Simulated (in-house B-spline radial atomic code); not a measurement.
Configurations of Cl3+, with energies counted from [Ne] 3s2 3p2. All numbers are computed (non-relativistic wB97X, spin-polarised, spherical fractional occupations, exact exchange averaged over the configuration; point nucleus) with an all-electron radial atomic-structure program (B-spline basis), not measured. Shells without spins written out take the highest spin.

Occupations are held fixed; configurations that lie above the ionisation limit could autoionise.

```tsv
configuration	E - E(ref) (eV)	highest orbital	its <r> (bohr)
[Ne] 3s2 3p1 4s1	27.098	4s up	3.175
[Ne] 3s2 3p1 4f1	39.349	4f up	4.277
[He] 2s2 2p5 3s2 3p3	199.54	3p up	1.406
[He] 2s2 2p5 3s2 3p2 3d1	220.65	3d up	1.575
```

Order these further configurations by energy, lowest first.
A. [Ne] 3s2 3p1 4d1
B. [He] 2s2 2p5 3s2 3p2 4d1
C. [Ne] 3s2 3p1 3d1
D. [He] 2s2 2p5 3s2 3p2 4s1

C (19.817 eV), A (36.435 eV), D (230.7 eV), B (240.32 eV).
